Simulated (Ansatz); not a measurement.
`C[SiH2][Al]([CH3])[OH]` and `[CH3][Al]([OH])[SiH2]O` differ in one atom or group.

Ansatz, PBE0-D4/def2-TZVP geometries, multiplicity 1. Each molecule was computed in one conformer, which needn't be the lowest.

```
                               property  `C[SiH2][Al]([CH3])[OH]`
HOMO–LUMO gap (ωB97M-V/def2-TZVPP) / eV                      9.71
    HOMO–LUMO gap (PBE/def2-TZVPP) / eV                      4.20
     LUMO energy (PBE0/def2-TZVPP) / eV                     -0.94
  LUMO energy (ωB97M-V/def2-TZVPP) / eV                      0.69
   HOMO–LUMO gap (PBE0/def2-TZVPP) / eV                      6.06
    HOMO energy (B3LYP/def2-TZVPP) / eV                     -6.81
```

Question: What does the change do to each property? (An estimate is asked.)

Answer: Ansatz gave: 
```tsv
property	`[CH3][Al]([OH])[SiH2]O`	shift
HOMO–LUMO gap (ωB97M-V/def2-TZVPP) / eV	9.43	-0.28
HOMO–LUMO gap (PBE/def2-TZVPP) / eV	3.85	-0.35
LUMO energy (PBE0/def2-TZVPP) / eV	-1.15	-0.21
LUMO energy (ωB97M-V/def2-TZVPP) / eV	0.49	-0.20
HOMO–LUMO gap (PBE0/def2-TZVPP) / eV	5.76	-0.30
HOMO energy (B3LYP/def2-TZVPP) / eV	-6.73	0.08
```

With PBE0 the HOMO rises by 0.09 eV and the LUMO falls by 0.21 eV, so the gap narrows by about 0.30 eV. PBE moves the HOMO by 0.15 eV and ωB97M-V by 0.07 eV.

B3LYP here is the variant with VWN-RPA as its local correlation; programs differ in this.
